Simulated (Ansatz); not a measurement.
Relaxation of C3H6OSi (11 atoms, charge 0, multiplicity 1), to a largest force component of 0.02 eV/Å in at most 40 steps.

Level of theory: UKS PBE0/STO-3G (Ansatz).

```xyz
11
Properties=species:S:1:pos:R:3
O -1.087 0.109 3.061
C -0.391 -0.042 2.164
C 0.407 -0.249 1.170
C 0.112 -0.712 -0.189
Si -0.074 0.616 -1.496
H 1.495 -0.070 1.372
H 0.797 -1.466 -0.513
H -0.887 -1.227 -0.138
H -0.434 0.052 -2.751
H -1.100 1.626 -1.073
H 1.227 1.306 -1.586
```

Question: Where does it end, and by what steps?

Answer: It converged. Limits of this set-up: minimal basis. After 12 steps the energy has fallen by 0.608 eV; H6 moved furthest, 0.37 Å.

```json
{"step": "0", "energy less start (eV)": "0.0000", "largest force component (eV/Å)": "7.104", "accepted": "yes"}
{"step": "1", "energy less start (eV)": "-0.5632", "largest force component (eV/Å)": "1.095", "accepted": "yes"}
{"step": "2", "energy less start (eV)": "-0.5879", "largest force component (eV/Å)": "0.430", "accepted": "yes"}
{"step": "3", "energy less start (eV)": "-0.5943", "largest force component (eV/Å)": "0.363", "accepted": "yes"}
{"step": "4", "energy less start (eV)": "-0.6015", "largest force component (eV/Å)": "0.156", "accepted": "yes"}
{"step": "5", "energy less start (eV)": "-0.6049", "largest force component (eV/Å)": "0.038", "accepted": "yes"}
{"step": "6", "energy less start (eV)": "-0.6060", "largest force component (eV/Å)": "0.052", "accepted": "yes"}
{"step": "7", "energy less start (eV)": "-0.6067", "largest force component (eV/Å)": "0.042", "accepted": "yes"}
{"step": "8", "energy less start (eV)": "-0.6073", "largest force component (eV/Å)": "0.069", "accepted": "yes"}
{"step": "9", "energy less start (eV)": "-0.6075", "largest force component (eV/Å)": "0.091", "accepted": "yes"}
{"step": "10", "energy less start (eV)": "-0.6078", "largest force component (eV/Å)": "0.029", "accepted": "yes"}
{"step": "11", "energy less start (eV)": "-0.6078", "largest force component (eV/Å)": "0.032", "accepted": "no"}
{"step": "12", "energy less start (eV)": "-0.6078", "largest force component (eV/Å)": "0.002", "accepted": "yes"}
```

```xyz
11
Properties=species:S:1:pos:R:3
O -1.059 -0.187 3.231
C -0.339 -0.173 2.252
C 0.431 -0.147 1.176
C -0.004 -0.695 -0.180
Si -0.015 0.622 -1.528
H 1.431 0.281 1.282
H 0.674 -1.510 -0.478
H -1.004 -1.137 -0.091
H -0.366 0.021 -2.794
H -0.977 1.650 -1.211
H 1.294 1.218 -1.638
```

Whether the end is a true minimum wasn't checked by a vibrational analysis.

Time of the run: 38 s on 1 thread of Arm Neoverse V2, on a shared host, peak memory 0.14 GiB.
